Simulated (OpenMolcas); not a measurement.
## Al⁺: effect of the basis set

| Item | Value |
| --- | --- |
| Program | OpenMolcas |
| Method | MS-RASPT2, IPEA 0.25 Eh, imaginary shift 0.1 Eh (closed shells correlated: 2s 2p) |
| Active space | 2 electrons in 9 orbitals (RAS2 3s 3p; RAS3 3d, at most 2 electrons) |
| State averaging | 2S+1 = 3 even, 3 roots; 2S+1 = 1 even, 7 roots; 2S+1 = 3 odd, 3 roots; 2S+1 = 1 odd, 3 roots |
| Spin-orbit coupling | state interaction with AMFI integrals over the reference wave functions, term energies averaged over their components |

A. ANO-RCC-VTZP [5s4p2d1f], DKH2, point nucleus; CASPT2 step roughly 4 core-seconds
B. ANO-R2 [5s5p3d1f], X2C, finite nucleus; CASPT2 step roughly 6 core-seconds
C. ANO-RCC-VQZP [6s5p3d2f1g], DKH2, point nucleus; CASPT2 step about 5 core-seconds
D. ANO-RCC [9s9p5d3f2g], DKH2, point nucleus; CASPT2 step of the order of 16 core-seconds

Energies in cm⁻¹ above 3s² ¹S₀, the measured ground level; measured values from NIST Handbook of Basic Atomic Spectroscopic Data.

| Level | A | B | C | D | Measured |
| --- | --- | --- | --- | --- | --- |
| 3s² ¹S₀ | 0.0 | 0.0 | 0.0 | 0.0 | 0.0 |
| 3s 3p ³P°₀ | 36790 | 36910 | 37060 | 37270 | 37393 |
| 3s 3p ³P°₁ | 36840 | 36960 | 37110 | 37320 | 37454 |
| 3s 3p ³P°₂ | 36940 | 37070 | 37210 | 37420 | 37578 |
| 3s 3p ¹P°₁ | 59800 | 59750 | 59810 | 59870 | 59852 |

Deviations, from unrounded energies. A percentage is the sum of absolute deviations over the sum of measured energies, with the sign that they share, or ± where signs differ.

```json
{"Against measurement": "mean absolute deviation (cm-1)", "Levels": "4", "A": "480", "B": "400", "C": "270", "D": "110"}
{"Against measurement": "other configurations (%)", "Levels": "4", "A": "-1.1", "B": "-0.9", "C": "-0.6", "D": "±0.3"}
```

D lies closest to measurement on these levels and A furthest from it. The largest miss of D in the table is 3s 3p ³P°₂, by -160 cm-1. The ranking rests on the paired levels alone, and a cruder setting can come out closer through cancelling errors.

Among A to D the level of the table that moves most is 3s 3p ³P°₀, by 480 cm-1 (lowest in A, highest in D). Moves below CASPT2's spread within the term are not significant.

Active for correlation alone: 3d; no level in the range computed is led by a configuration that fills it, so any true level of that kind is missing. Computed and measured levels are paired by configuration, term and J; levels that our copy of the source lacks, or whose pairing is in doubt (as where it misses far off the trend of its configuration), stay unpaired and out of the deviations. Levels of configurations outside the active space are missing. The table leaves out levels that lie high or whose names do not pair safely across all columns.

° marks odd parity.
